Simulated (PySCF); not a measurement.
**Excitation energy of Zn²⁺ by level of theory**

Zn²⁺ [Ar] 3d10 (1S) → Zn²⁺ [Ar] 3d9 4s1 (3D), as a difference of total energies. Calculation: PySCF 2.14, in aug-cc-pwCVTZ-DK (10s9p7d4f3g, 127 functions); the spin-free X2C one-electron Hamiltonian (Gaussian nucleus). Correlated levels: valence: [Ar] frozen; valence and next inner shell: [Ne] frozen; nothing frozen. The calculations carry no spin-orbit coupling.

| method | excitation energy (eV) |
| --- | --- |
| UHF | 8.000 |
| LDA | 9.633 |
| PBE | 9.283 |
| PBE0 | 9.177 |
| r2SCAN | 9.091 |
| B2PLYP | 9.337 |
| r2SCANh | 9.057 |
| revPBE | 9.309 |
| MP2 (valence) | 10.162 |
| SCS-MP2 (valence) | 9.991 |
| MP2 (valence and next inner shell) | 10.541 |
| SCS-MP2 (valence and next inner shell) | 10.285 |
| MP2 (all electrons) | 10.566 |
| SCS-MP2 (all electrons) | 10.298 |

Task: How much does correlation contribute at MP2 (all electrons)?

Result: 10.566 − (8.000) = 2.566 eV, measured against UHF.

A first-order spin-orbit estimate (lowest level to lowest level, LS coupling) adds -0.150 eV.
